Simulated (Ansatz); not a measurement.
`[GaH2][SiH]1OCS1` + H₂ → `C1O[SiH2]S1` + `[GaH3]` at 298.15 K and 1 bar (hydrogenolysis of the Si–Ga bond).

Program: Ansatz. Geometries: PBE0-D4/def2-TZVP. ΔE: electronic, gas phase. CBS: MP2 limit from def2 TZ/QZ plus the TZ coupled-cluster correction, frozen cores. This one scheme is used for every species. For Ga outer-core shells are correlated without core-valence functions, which leaves a few kJ/mol of doubt a bond. Scalar relativity is left out up to krypton.

| species | CCSD(T)/CBS energy (Eh) | H − E (kJ/mol) | S (J/(mol·K)) |
| --- | --- | --- | --- |
| `[GaH2][SiH]1OCS1` | -2727.04435 | 170.4 | 375.2 |
| H₂ | -1.17544 | 35.1 | 130.4 |
| `C1O[SiH2]S1` | -802.51594 | 148.7 | 296.0 |
| `[GaH3]` | -1925.70545 | 59.6 | 218.4 |

H − E and S are ideal-gas, rigid-rotor, harmonic terms from PBE0-D4/def2-TZVP, for one conformer and one mirror image of each species. For small species the MP2-based limit differs from directly extrapolated CCSD(T) by up to some mEh (0.8 for H₂); such offsets cancel only in part. 1 Eh = 2625.50 kJ/mol, R = 8.31446 J/(mol·K).

Q: By hand: ΔE, ΔH, ΔS and ΔG.

A: ΔE = (-802.51594) + (-1925.70545) − (-2727.04435) − (-1.17544) = -0.00160 Eh = -4.2 kJ/mol. Δ(H − E) = 148.7 + 59.6 − 170.4 − 35.1 = 2.8, so ΔH = -1.4 kJ/mol. ΔS = 296.0 + 218.4 − 375.2 − 130.4 = 8.8 J/(mol·K). ΔG = -1.4 − 298.15 × (8.8)/1000 = -4.0 kJ/mol.

Q: By hand: the equilibrium constant, and the temperature at which ΔG would vanish if ΔH and ΔS stayed fixed.

A: log₁₀ K = −ΔG/(RT ln 10) = 0.7. ΔH and −TΔS have one sign here, so there is no such temperature. One of them is within its doubt of zero, so this could turn.

TΔS isn't small against ΔH here. The sign of ΔG lies within the doubt. A doubt of 5 kJ/mol in ΔE shifts log₁₀ K by 0.9 here. Other conformers and mirror images would add mixing entropy, several J/(mol·K) or more a flexible species. Modes under 60 cm⁻¹, often nearly free rotors, make the harmonic entropy too high. These are equilibria of isolated gas molecules and say nothing of rates. Largest T1 diagnostic: 0.013 (customary marks: 0.02 for closed shells, 0.045 for open ones).
